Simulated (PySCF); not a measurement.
# Radial density of Kr⁺ (krypton, charge +1)

UHF, [Ar] 3d10 4s2 4p5, 2P determinant. Computed with PySCF 2.14 in x2c-QZVPPall with one added diffuse shell each of s, p, d, f type (12s9p6d5f1g, 113 functions), with scalar relativity by spin-free X2C-1e.

```tsv
r (bohr)	4πr²ρ (e/bohr)	4πr²(ρα − ρβ)
0.000726	0.3691	0.0000
0.00122	0.9122	0.0000
0.00206	2.206	0.0000
0.00346	5.152	0.0000
0.00581	11.30	0.0000
0.00978	22.26	0.0002
0.0165	36.58	0.0012
0.0277	44.91	0.0063
0.0465	39.12	0.0241
0.0783	40.43	0.0547
0.132	53.62	0.0360
0.221	34.02	0.0005
0.373	35.51	0.1326
0.627	25.00	-0.0053
1.05	6.460	0.3866
1.77	4.314	0.6379
2.98	0.7263	0.1091
5.02	0.01200	0.0011
```

Densities and radii are taken from the X2C orbitals without a picture-change correction, which distorts them close to the nucleus.

Where is the radial spin density 4πr²(ρα − ρβ) most negative, and why is it negative at all?

Around r = 0.627 bohr, down to -0.0053 e/bohr: exchange with the open shell polarises the paired shells in an unrestricted calculation.
